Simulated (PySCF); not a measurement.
Isomers of C6H14S, one GFN2-xTB conformer each. Single-point energies are computed at PBE0/pcSseg-1 (PySCF, gas phase, no added dispersion term), electronic only.

```
       SMILES  GFN2-xTB relative energy (kJ/mol)
  CCC(C)(C)SC                                0.0
CCC[C@H](C)SC                                1.9
```

Conformers: `[CH3:1][CH2:2][C:3]([CH3:4])([CH3:5])[S:6][CH3:7]` with C1–C2–C3–C4 60°, C2–C3–S6–C7 -58°; `[CH3:1][CH2:2][CH2:3][C@H:4]([CH3:5])[S:6][CH3:7]` with C1–C2–C3–C4 178°, C2–C3–C4–C5 -177°, C3–C4–S6–C7 61°.

Problem. What does PBE0/pcSseg-1 give for the same structures?

Solution. 
```json
{"SMILES": "CCC(C)(C)SC", "PBE0/pcSseg-1 E (Eh)": "-634.78048", "PBE0/pcSseg-1 (kJ/mol)": "0.0", "GFN2-xTB (kJ/mol)": "0.0", "point group": "C1"}
{"SMILES": "CCC[C@H](C)SC", "PBE0/pcSseg-1 E (Eh)": "-634.77929", "PBE0/pcSseg-1 (kJ/mol)": "3.1", "GFN2-xTB (kJ/mol)": "1.9", "point group": "C1"}
```

Both levels put the same isomer lowest. Neighbours under 10 kJ/mol apart (CCC(C)(C)SC and CCC[C@H](C)SC) can change places with a better method, another conformer or zero-point energy.

Problem. Which frontier levels, dipoles and rotational constants go with these structures?

Solution. 
```json
{"SMILES": "CCC(C)(C)SC", "HOMO (eV, PBE0/pcSseg-1)": "-6.20", "LUMO (eV)": "1.17", "dipole (D)": "1.64", "A, B, C (MHz)": "2342, 1838, 1511"}
{"SMILES": "CCC[C@H](C)SC", "HOMO (eV, PBE0/pcSseg-1)": "-6.18", "LUMO (eV)": "1.05", "dipole (D)": "1.65", "A, B, C (MHz)": "2849, 1278, 1069"}
```
